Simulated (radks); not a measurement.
Values are calculated unless marked as measured or tabulated.
These are the eigenvalues of the occupied orbitals of an atom or ion with whole-number occupations (hartree). Code: a radial shooting solver on a logarithmic mesh with Libxc functionals. Model: Dirac Kohn-Sham, exchange-only PBE, spin-unpolarised, spherical densities, finite nucleus; Fermi nuclear charge, rms radius of each element as measured or else 0.836 A^(1/3) + 0.57 fm.

orbital  eigenvalue
1s1/2     -2911.252
2s1/2     -539.8006
2p1/2     -518.9213
2p3/2     -455.4057
3s1/2     -153.4238
3p1/2     -144.0634
3p3/2     -130.0205
3d3/2     -114.4228
3d5/2     -111.3988
4s1/2     -57.76248
4p1/2     -53.73859
4p3/2     -49.93894
4d3/2     -43.33851
4d5/2     -42.57429
4f5/2     -34.31622

Which element is it, and in what charge state? The configuration may be excited. Open shells, if any, fill j = l - 1/2 first.

Answer. Z = 78, platinum, charge +28: Pt28+ in [Kr] 4d10 4f4. The list shows which subshells hold electrons but not how many an open one holds; the 1s level, -2911.3 hartree, gives Z - s = 76.3 by -(Z - s)^2/2, which with screening and relativity narrows Z to a few neighbours, and the depths of the outer levels then fix element, charge and occupations together.
